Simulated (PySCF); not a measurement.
NICS in isomers of C6H8NP.

Probes without a nucleus sit at each ring's centroid and 1 Å off its mean plane on both sides; NICS is minus the shielding there, NICSzz its component along the normal. Level: GIAO PBE0/pcSseg-1 (PySCF, non-relativistic, gas phase) on the GFN2-xTB geometries, one conformer each. Atom numbers follow the mapped SMILES.

Task: Order these rings by mean NICS(1)zz, lowest (most negative) first (ppm).
A. ring C2–C3–P4–C5–N6–C7 in `[CH3:1][c:2]1[cH:3][p:4][cH:5][n:6][c:7]1[CH3:8]`
B. ring C2–C3–P5 in `[CH3:1][C:2]1=[C:3]([CH3:4])[P:5]1[CH2:6][C:7]#[N:8]`
C. ring C3–C4–C5–C6–N7–C8 in `[CH3:1][PH:2][c:3]1[cH:4][cH:5][cH:6][n:7][cH:8]1`
D. ring C3–C4–N5–C7–P8 in `[CH2:1]=[CH:2][c:3]1[cH:4][n:5]([CH3:6])[cH:7][p:8]1`

Result: C (-27.1), A (-25.9), D (-23.9), B (-20.5).

```csv
SMILES,ring,NICS(0),NICS(1),NICS(1)zz,HOMA,rms pucker (Å),ring atoms with four or more neighbours
CPc1cccnc1,6-membered ring with N; formal bonds all aromatic,-6.8,-10.8,-27.1,0.99,0.01,0
Cc1cpcnc1C,6-membered ring with N and P; formal bonds all aromatic,-6.6,-10.7,-25.9,0.90,0.00,0
C=Cc1cn(C)cp1,5-membered ring with N and P; formal bonds all aromatic,-11.2,-10.0,-23.9,0.81,0.00,0
CC1=C(C)P1CC#N,"3-membered ring with P; formal bonds 1 double, 2 single",-29.0,-9.9,-20.5,-1.06,0.00,0
```

NICS(0) gives another order. The isotropic NICS(1) gives the same order. Over the 4 rings with a HOMA value its correlation coefficient with NICS(1)zz is -0.92. HOMA uses Krygowski's 1993 parameters. NICS(1) and NICS(1)zz are means over the two faces.
